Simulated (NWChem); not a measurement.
# C5H9N; SMILES CCCCC#N

```xyz
15

C      0.4955    -2.8408     0.0000
C     -0.4553    -1.6542     0.0000
C      0.2639    -0.3120     0.0000
C     -0.7076     0.8710     0.0000
C     -0.0397     2.1672     0.0000
N      0.5064     3.1877     0.0000
H      1.1477    -2.8318     0.8879
H     -0.0523    -3.7949     0.0000
H      1.1477    -2.8318    -0.8879
H     -1.1198    -1.7102     0.8805
H     -1.1198    -1.7102    -0.8805
H      0.9230    -0.2384    -0.8813
H      0.9230    -0.2384     0.8813
H     -1.3679     0.8270     0.8826
H     -1.3679     0.8270    -0.8826
```
Atoms are numbered in this order, from 1.

Computed with NWChem. Pople sets run with spherical d functions. Structure relaxed at the PBE0/def2-SVP level.

Q: Taking B3LYP/def2-TZVP as the yardstick, which of these has the fewest basis functions while keeping “dipole (D)” within 0.1 D of it: B3LYP/3-21G; B3LYP/def2-SVPD; B3LYP/def2-SVP; B3LYP/STO-3G; B3LYP/6-31G*; B3LYP/6-31+G*?

A: B3LYP/6-31+G* (a larger set in the list lies outside the tolerance).
```json
[
 {"level": "B3LYP/STO-3G", "basis functions": "39", "dipole (D)": "3.26"},
 {"level": "B3LYP/3-21G", "basis functions": "72", "dipole (D)": "3.88"},
 {"level": "B3LYP/6-31G*", "basis functions": "102", "dipole (D)": "4.12"},
 {"level": "B3LYP/6-31+G*", "basis functions": "126", "dipole (D)": "4.39"},
 {"level": "B3LYP/def2-SVP", "basis functions": "129", "dipole (D)": "4.05"},
 {"level": "B3LYP/def2-SVPD", "basis functions": "192", "dipole (D)": "4.37"},
 {"level": "B3LYP/def2-TZVP", "basis functions": "240", "dipole (D)": "4.36"}
]
```

The yardstick is one finite set, not the basis-set limit.
